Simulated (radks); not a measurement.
Effect of the nuclear size on neutral rubidium, [Kr] 5s1. Calculated with a radial shooting solver on a logarithmic mesh with Libxc functionals: Dirac Kohn-Sham, exchange-only LDA, spin-unpolarised, spherical densities, finite nucleus; Fermi nuclear charge, rms radius 4.2036 fm. The rms radius is varied about that value; shifts are against it.

| rms radius (fm) | total energy shift (eV) | density at nucleus (e/bohr^3) | 1s1/2 shift (meV) | 2s1/2 shift (meV) | 3p1/2 shift (meV) | 4s1/2 shift (meV) |
|---|---|---|---|---|---|---|
| 3.3797 | -0.255 | 5.57e+04 | -108 | -11.0 | 0.179 | -0.208 |
| 3.8799 | -0.106 | 5.505e+04 | -45.1 | -4.60 | 0.074 | -0.087 |
| 4.2036 | 0 | 5.468e+04 | 0.000 | 0.000 | 0.000 | 0.000 |
| 4.397 | 0.0672 | 5.447e+04 | 28.5 | 2.91 | -0.047 | 0.055 |
| 4.7795 | 0.208 | 5.409e+04 | 88.3 | 9.02 | -0.146 | 0.170 |

Slopes of the eigenvalues against <r^2> in GHz/fm^2, as finite differences over the two radii next to the reference (eigenvalue slopes, not the field-shift constants of lines): 1s1/2 4160, 2s1/2 424, 3p1/2 -6.87, 4s1/2 8.00.
